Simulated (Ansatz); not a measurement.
Relaxation of Be4F6⁺ with UKS r2SCAN-D4/def2-SVP.

```sh
$ ansatz run in.yaml --threads 4 --pin off --events-out ev --progress --plain --max-ram 4787MiB
```

```yaml
crystal:
  periodic: [false, false, false]
  atoms:
    - {symbol: Be, position_ang: [-1.393640, -1.356020, 1.003580]}
    - {symbol: Be, position_ang: [0.864720, 0.021710, 1.276870]}
    - {symbol: Be, position_ang: [-0.020200, 2.186540, -0.009290]}
    - {symbol: Be, position_ang: [0.102510, -0.400190, -1.282730]}
    - {symbol: F, position_ang: [0.370000, -0.862040, -2.566830]}
    - {symbol: F, position_ang: [-1.142930, -1.065650, -0.385060]}
    - {symbol: F, position_ang: [-0.245330, 1.214570, -1.047270]}
    - {symbol: F, position_ang: [-0.308790, -0.779240, 1.859160]}
    - {symbol: F, position_ang: [1.209600, -0.486110, -0.048580]}
    - {symbol: F, position_ang: [0.564070, 1.526410, 1.200160]}
basis:
  gaussian: {orbitals: def2-SVP}
total_charge: 1
magnetization: {spin_polarized: true, initial_magnetization: 1}
hamiltonian: {xc: r2scan, dispersion: d4}
scf: {lower_state_search: "off"}
output: {orbitals: {seedname: orbitals}}
relax: {f_tol: 0.02, max_steps: 100}
```

It took 12 s on 4 threads of Intel Xeon 6975P-C on a shared host.

Positions (Å) and forces (eV/Å) at steps 1, 2, 3, 4, 5, 7 of 7:

```xyz
10
step=1 energy=-17890.0107 eV
Be   -1.394   -1.356    1.004   -1.113   -0.836    0.344
Be    0.865    0.022    1.277   -0.149    0.107    0.162
Be   -0.020    2.187   -0.009   -0.251    1.387   -0.274
Be    0.103   -0.400   -1.283   -0.166   -0.047   -0.385
F     0.370   -0.862   -2.567    0.152   -0.195   -0.387
F    -1.143   -1.066   -0.385   -0.100    0.198   -1.071
F    -0.245    1.215   -1.047   -0.387   -0.521   -0.860
F    -0.309   -0.779    1.859    0.634    0.185    1.409
F     1.210   -0.486   -0.049    0.775   -0.400   -0.388
F     0.564    1.526    1.200    0.606    0.121    1.449
10
step=2 energy=-17890.2231 eV
Be   -1.379   -1.442    1.011   -0.588   -0.535    0.047
Be    0.823    0.037    1.275   -0.192    0.091    0.037
Be    0.044    2.234   -0.033   -0.100    0.729   -0.308
Be    0.091   -0.401   -1.304   -0.156   -0.029   -0.311
F     0.372   -0.874   -2.589    0.089   -0.092   -0.154
F    -1.159   -1.069   -0.390   -0.042    0.149   -0.433
F    -0.258    1.226   -1.054   -0.203   -0.251   -0.314
F    -0.322   -0.793    1.905    0.437    0.191    0.709
F     1.208   -0.485   -0.052    0.415   -0.177   -0.076
F     0.579    1.567    1.232    0.338   -0.074    0.803
10
step=3 energy=-17890.3147 eV
Be   -1.321   -1.629    1.008    0.079    0.230   -0.254
Be    0.734    0.071    1.269   -0.238    0.105    0.030
Be    0.201    2.315   -0.102   -0.122   -0.300   -0.124
Be    0.061   -0.397   -1.330   -0.158    0.037   -0.054
F     0.367   -0.886   -2.610    0.019    0.014    0.064
F    -1.188   -1.061   -0.385    0.053   -0.140    0.298
F    -0.287    1.243   -1.047    0.176    0.191    0.215
F    -0.351   -0.809    1.966    0.131   -0.005   -0.184
F     1.193   -0.474   -0.045   -0.004    0.039    0.131
F     0.590    1.627    1.276    0.065   -0.171   -0.121
10
step=4 energy=-17890.2870 eV rejected
Be   -1.350   -1.618    1.010    0.292    0.214    0.140
Be    0.729    0.072    1.262   -0.093    0.022   -0.021
Be    0.176    2.326   -0.102    0.104   -0.263    0.240
Be    0.011   -0.386   -1.356    0.496   -0.208   -0.077
F     0.345   -0.883   -2.633   -0.090    0.113    0.265
F    -1.130   -1.076   -0.368   -0.308   -0.075   -0.067
F    -0.235    1.223   -1.028   -0.179    0.212   -0.118
F    -0.357   -0.801    1.961   -0.065   -0.101   -0.126
F     1.231   -0.481   -0.021   -0.142    0.036   -0.077
F     0.580    1.624    1.275   -0.014    0.050   -0.161
10
step=5 energy=-17890.3281 eV
Be   -1.333   -1.601    1.008    0.020    0.027   -0.063
Be    0.727    0.073    1.265   -0.020    0.028    0.055
Be    0.179    2.303   -0.094   -0.012   -0.050   -0.049
Be    0.053   -0.394   -1.331   -0.006   -0.004   -0.011
F     0.372   -0.885   -2.605    0.008   -0.004   -0.007
F    -1.179   -1.069   -0.384    0.001   -0.010    0.091
F    -0.276    1.242   -1.046    0.018    0.046    0.073
F    -0.337   -0.817    1.959    0.014    0.012   -0.060
F     1.195   -0.473   -0.041   -0.018    0.006    0.000
F     0.599    1.620    1.270   -0.004   -0.052   -0.030
10
step=7 energy=-17890.3288 eV
Be   -1.330   -1.602    1.004    0.009    0.002    0.008
Be    0.725    0.076    1.267    0.011    0.000    0.008
Be    0.184    2.302   -0.099    0.006   -0.002    0.008
Be    0.053   -0.396   -1.331   -0.014    0.005    0.006
F     0.379   -0.884   -2.605   -0.011    0.008    0.016
F    -1.183   -1.067   -0.382    0.009   -0.004   -0.017
F    -0.287    1.240   -1.036    0.006   -0.010   -0.012
F    -0.337   -0.816    1.956   -0.011   -0.005   -0.010
F     1.190   -0.473   -0.040    0.002    0.001    0.005
F     0.605    1.620    1.267   -0.006    0.005   -0.010
```

The relaxation made no stability test and no search for a lower SCF solution. Another isomer (doublet) lies 1.26 eV lower at PBE0-D4/def2-TZVP; other spin states weren't run for this one.
